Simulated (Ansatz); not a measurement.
Conformers of CH7ClO2Si2, SMILES `CO[SiH](Cl)O[SiH3]`, each relaxed with PBE0-D4/def2-TZVP in Ansatz. CBS adds the triple-zeta coupled-cluster correction to the MP2 limit.

Not all of them had a frequency check.

Conformer A:

```xyz
13

C    -1.309   -1.346    1.234
O    -0.352   -1.578    0.220
Si    1.032   -0.743    0.076
Cl    1.975   -1.514   -1.559
O     0.766    0.840   -0.131
Si    0.287    2.014   -1.176
H    -2.054   -2.141    1.181
H    -1.810   -0.384    1.089
H    -0.853   -1.360    2.230
H     1.890   -0.900    1.263
H     0.562    3.322   -0.536
H     1.036    1.903   -2.451
H    -1.169    1.886   -1.440
```

Conformer B:

```xyz
13

C     0.905    0.873    2.105
O     0.084    0.440    1.042
Si    0.239   -0.951    0.222
Cl    2.164   -1.107   -0.480
O    -0.800   -0.923   -1.006
Si   -1.353    0.003   -2.249
H     0.857    0.182    2.952
H     1.946    0.968    1.783
H     0.545    1.849    2.431
H    -0.019   -2.135    1.059
H    -2.454    0.872   -1.767
H    -0.256    0.842   -2.793
H    -1.859   -0.912   -3.300
```

Question: Which is lowest in electronic energy at CCSD(T)/CBS (frozen core, def2 sets), and by how much? (Estimate.)

Answer: Ansatz gave: B; A lies 4.6 kJ/mol higher.

Question: Give the energies relative to B (kJ/mol) with PBE-D4/def2-TZVPP, PBE/def2-TZVPP, B3LYP/def2-TZVPP, HF/def2-TZVPP, SCS-MP2/def2-TZVPP, SCS-MP2/def2-QZVPP, MP2/CBS(def2). (Best estimate.)

Answer: Ansatz gave: 
```tsv
level	A
PBE-D4/def2-TZVPP	4.4
PBE/def2-TZVPP	4.5
B3LYP/def2-TZVPP	4.8
HF/def2-TZVPP	5.0
SCS-MP2/def2-TZVPP	4.6
SCS-MP2/def2-QZVPP	4.7
MP2/CBS(def2)	4.8
```

B3LYP here is the variant with VWN-RPA as its local correlation; programs differ in this.
